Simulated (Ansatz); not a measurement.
H4BNSi, SMILES `B[Si]N` (lower singlet) (charge 0, multiplicity 1). This singlet lies 0.72 eV below the relaxed triplet at the level frozen-core CCSD(T)/cc-pVTZ // PBE0-D3(BJ)/def2-TZVP (Ansatz, an electronic-structure program).

Z-matrix (Å, degrees):
```
Si
N 1 1.7043
H 2 1.0067 1 127.22
H 2 1.0075 3 112.00 1 179.99
B 1 1.9894 2 106.41 3 -0.01
H 5 1.2015 1 121.00 2 -98.74
H 5 1.2015 6 115.81 1 163.36
```
Charge 0, multiplicity 1.

The restricted HF start is unstable towards unrestricted orbitals.

Q: Give the natural occupations of the active orbitals, the CASSCF energy and the corrected energy for frozen-core fic-MRCISD+Q@CASSCF(6e,6o)/cc-pVTZ // PBE0-D3(BJ)/def2-TZVP (Ansatz).

A: 
```yaml
natural_occupations: 1.98, 1.98, 1.97, 0.03, 0.02, 0.02
CASSCF energy: -370.4626 Ha
corrected_energy: -370.8512 Ha
weight_of_the_reference: 0.884
```
